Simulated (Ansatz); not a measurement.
Calculated with Ansatz (gas phase, PBE0-D4/def2-TZVP geometries, no zero-point term in ΔE). CBS: MP2 limit from def2 TZ/QZ plus the TZ coupled-cluster correction, frozen cores. This one scheme is used for every species. Functionals use def2-TZVPP. B3LYP here is the variant with VWN-RPA as its local correlation; programs differ in this. def2 core potentials past Kr. For Br, Sn outer-core shells are correlated without core-valence functions, which leaves a few kJ/mol of doubt a bond. Scalar relativity is left out up to krypton.

Reaction (ligand exchange at the Sn–Br bond): `[Cl][SnH2][Br]` + HCl → `[Cl][SnH2][Cl]` + HBr

`[Cl][SnH2][Br]`:

Cartesian coordinates in Å:
```
Cl -2.172 -0.322 0.256
Sn 0.111 0.075 0.174
Br 0.862 -0.501 -2.101
H 0.852 -0.992 1.265
H 0.346 1.739 0.407
```

HCl:

Cartesian coordinates in Å:
```
Cl 0.210 -0.321 0.511
H -0.210 0.321 -0.511
```

`[Cl][SnH2][Cl]`:

```xyz
5

Cl   -0.045   -1.292   -1.778
Sn    0.169    0.020    0.119
Cl   -1.873    1.067    0.430
H     1.322    1.219   -0.208
H     0.427   -1.014    1.437
```

HBr:

Cartesian coordinates in Å:
```
Br 0.312 0.347 0.536
H -0.312 -0.347 -0.536
```

| level | ΔE (kJ/mol) |
| --- | --- |
| B3LYP-D4 | 12.9 |
| ωB97X-V | 12.0 |

Q: What does CCSD(T)/CBS give? (Estimate.)

A: Computed: +15.8 kJ/mol. The listed levels differ from it by -2.9, -3.8 kJ/mol.

Largest T1 diagnostic among the species: 0.011.

Leaving LDA and LC-ωPBE aside and taking each functional with its dispersion term where it has one, the values, not all of them listed here, spread over 6.6 kJ/mol, from B97M-V to PBE-QIDH. At CCSD(T), def2-SVP lies −4.1 kJ/mol from the extrapolated value and def2-TZVPP −2.9 kJ/mol.
